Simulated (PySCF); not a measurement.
# Bond lengths and vibrations by method: AlBCl2H cation

These are calculations, not measurements. The program is PySCF 2.14.0, an open-source quantum chemistry code, run on an isolated molecule that a program drew, which may never have been made. The molecule is AlBCl2H cation (charge +1, singlet), drawn as the SMILES string `Cl[BH][Al+][Cl]`.

The geometry was optimised and harmonic frequencies were computed with HF and MP2, all in the cc-pV(D+d)Z basis, for the commonest isotopes, with a restricted reference for singlets and an unrestricted one otherwise, and a frozen core in MP2. Each result is a local minimum of its method.

Geometry at the HF minimum:
```xyz
5
AlBCl2H cation, angstrom
Cl   -2.8993   -2.2668   -0.9318
B    -2.4387   -0.6617   -1.2952
Al   -0.2904   -0.2375   -1.3486
Cl    1.6993    0.1301   -1.3934
H    -3.1942    0.2238   -1.5172
```

Lengths of the bonds as drawn, in Å (atoms numbered as above):
| bond | HF | MP2 |
|---|---|---|
| Cl1-B2 | 1.709 | 1.702 |
| B2-Al3 | 2.190 | 2.185 |
| Al3-Cl4 | 2.024 | 2.033 |
| B2-H5 | 1.185 | 1.196 |

Rotational constants, in GHz:
| constant | HF | MP2 |
|---|---|---|
| A | 22.33 | 22.19 |
| B | 0.9878 | 0.9883 |
| C | 0.946 | 0.9461 |

Harmonic frequencies in cm^-1, each column in rising order, so a row needn't be the same motion in every method:
| rank | HF | MP2 |
|---|---|---|
| 1 | 69 | 61 |
| 2 | 126 | 116 |
| 3 | 214 | 206 |
| 4 | 437 | ? |
| 5 | 702 | 681 |
| 6 | 714 | 689 |
| 7 | 930 | 930 |
| 8 | 1051 | 1022 |
| 9 | 2838 | 2752 |

**Estimate the missing MP2 frequency from the HF column.**

A single factor s that minimises the squared misfit of MP2 against s times HF over the other rows is sum(HF x MP2) / sum(HF^2) = 0.9720, with an rms misfit of 10 cm^-1. For rank 4 it gives 0.9720 x 437 = 425 cm^-1. The calculation gives 428 cm^-1, 3 cm^-1 above the estimate. The drawn bonds are on average 0.2 % longer in MP2 than in HF.
